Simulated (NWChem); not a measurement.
System: C₂H₃FN₂Si; SMILES C1=N[SiH](N=C1)F

```xyz
9

F     -0.5502    -1.9688     0.0000
Si     0.4258    -0.6964     0.0000
N      0.0677     0.4095     1.3528
C     -0.2351     1.5053     0.7681
C     -0.2351     1.5053    -0.7681
N      0.0677     0.4095    -1.3528
H      1.8264    -1.1625     0.0000
H     -0.4817     2.4176     1.3224
H     -0.4817     2.4176    -1.3224
```
Atoms are numbered in this order, from 1.

All runs: NWChem. All runs use the structure optimised with B3LYP/6-31G* (spherical d). B3LYP is NWChem's, with the RPA form of VWN correlation.

For level B3LYP/def2-TZVP:

- highest occupied level (eV): -7.83
- orbital gap (eV): 4.79
- dipole (D): 2.53

Task: Estimate the same quantities for level PBE/def2-TZVP.

Result: The highest occupied level (eV) is -6.60, the orbital gap (eV) is 2.77 and the dipole (D) is 2.35.
